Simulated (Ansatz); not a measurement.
Input file for Ansatz (a program for electronic structure): SC-NEVPT2 on CASSCF(2,2)/cc-pV(D+d)Z on H4P2 (SMILES PP), a point of a bond scan (R = 6.076 Å). Files ending in .json are basis or fitting sets from the Basis Set Exchange.

Ansatz 0.2 input:
```yaml
crystal:
  periodic: [false, false, false]
  atoms:
    - {symbol: P, position_ang: [-0.98931421, -0.53589241, 0.00725596]}
    - {symbol: P, position_ang: [4.35298252, 2.35792660, -0.03192622]}
    - {symbol: H, position_ang: [-1.52762971, 0.25159167, -1.04540375]}
    - {symbol: H, position_ang: [-1.54504892, 0.31148207, 1.00280738]}
    - {symbol: H, position_ang: [4.90871723, 1.51055212, -1.02747764]}
    - {symbol: H, position_ang: [4.89129802, 1.57044252, 1.02073349]}
basis:
  gaussian:
    orbitals: cc-pV_D+d_Z.json
    pivot_positions_ang: [[-0.98931421, -0.53589241, 0.00725596], [4.35298252, 2.35792660, -0.03192622], [-1.52762971, 0.25159167, -1.04540375], [-1.54504892, 0.31148207, 1.00280738], [4.90871723, 1.51055212, -1.02747764], [4.89129802, 1.57044252, 1.02073349]]…
magnetization: {spin_polarized: false}
correlation: {method: sc_nevpt2, electrons: outside_noble_gas, active_space: {window: {electrons: 2, orbitals: 2}}}
output: {orbitals: {seedname: ./end}}
```

Program output:

```
WARN ansatz: RAYON_NUM_THREADS=2 ignored (pool sized by the plan → 2); use --threads N
Functional definition: HF
integrals: 0.01 GiB planned
730 factors; integrals over basis functions are off by at most 2.9e-4 eV
mean field: 0.13 GiB planned
mean field evaluation 1: about -18600.6761 eV, gradient 1.1e1 eV
mean field evaluation 2: about -18600.6981 eV, gradient 1.1e1 eV
mean field evaluation 4: about -18601.3857 eV, gradient 7.9e-1 eV
mean field evaluation 8: about -18601.3892 eV, gradient 5.4e-4 eV
mean field evaluation 16: about -18601.2365 eV, gradient 6.8e-5 eV
mean field -18601.38920332 eV, -683.5884447474 hartree, gradient 2.3e-6 eV, S^2 0.000000; 3 other end points of the search recorded, 0 dependent functions left out; unrestricted orbitals would lower it
reference -18601.38920332 eV, -683.5884447474 hartree; 17, 17 occupied and 49, 49 virtual orbitals, 730 factors
configuration interaction: 0.16 GiB planned
configuration interaction: 0.00 GiB planned
state -18605.58015608 eV, -683.7424594206 hartree
state -18605.58015608 eV, -683.7424594206 hartree; corrected -18611.77333152 eV, -683.9700544204 hartree
Total energy: -18611.77333152 eV, -683.9700544204 hartree
```

The run converged.

Cost: about 1.5 core-seconds (a rough figure).
